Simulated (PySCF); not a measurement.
All numbers come from PBE0 in PySCF with Cu def2-TZVPD, H def2-TZVPD; no relativity; density-fitted integrals. Open shells, if any, are unrestricted.

**Question.** What shape and geometry does isolated doublet CuH₃⁻ take (every ligand bound to Cu)?

**Answer.** Formally Cu is in oxidation state +2, d9, with 1 unpaired electron. The Mulliken spin on Cu is 0.53. The polar-tensor charge on Cu, 0.11, is far below the formal one. The lowest minimum found is a doublet of C2v symmetry with Cu–H 1.576 Å, Cu–H 1.580 Å (×2); H–Cu–H 98.6° (×2), H–Cu–H 162.8°. Its harmonic wavenumbers are 368 (b2), 606 (a1), 636 (b1), 1477 (a1), 1496 (b2), 1616 (a1) cm⁻¹ and its dipole moment is 0.92 D about the centre of mass.

Other isomers or separated fragments may lie lower. Other spin states or occupations of the open shell can lie lower. The lowest empty level of this anion is unbound, so it and the gap depend on the basis.
